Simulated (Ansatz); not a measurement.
Molecule: ScF3 (charge -1, doublet). The spin state was set by rule; other spins were not relaxed. SMILES of the parent species: [F][Sc]([F])[F]
Structure (B3LYP-D3(BJ)/def2-TZVP (Ansatz, a program for electronic structure) minimum search):
```xyz
4

Sc     0.0000     0.0000     0.0000
F     -1.6407    -0.9924     0.0545
F      0.0253     1.7717    -0.7348
F      1.6154    -0.7793     0.6802
```
Charge -1, spin multiplicity 2.

Parts of the frozen-core correlation energy in STO-3G (Ansatz, hartree). Frozen orbitals: 12; correlated occupied orbitals by spin: 13 and 12; virtual: 8 and 9. UHF or UKS for open shells. No spin-orbit coupling. No relativistic terms.

```
term                             value
-------------------------  -----------
reference (HF)             -1046.45822
MP2 opposite-spin             -0.09630
MP2 same-spin                 -0.03558
CCSD correlation              -0.13885
(T)                           -0.02100
T1 diagnostic                    0.024
largest doubles amplitude        0.060
<S^2> of the reference           0.762
```
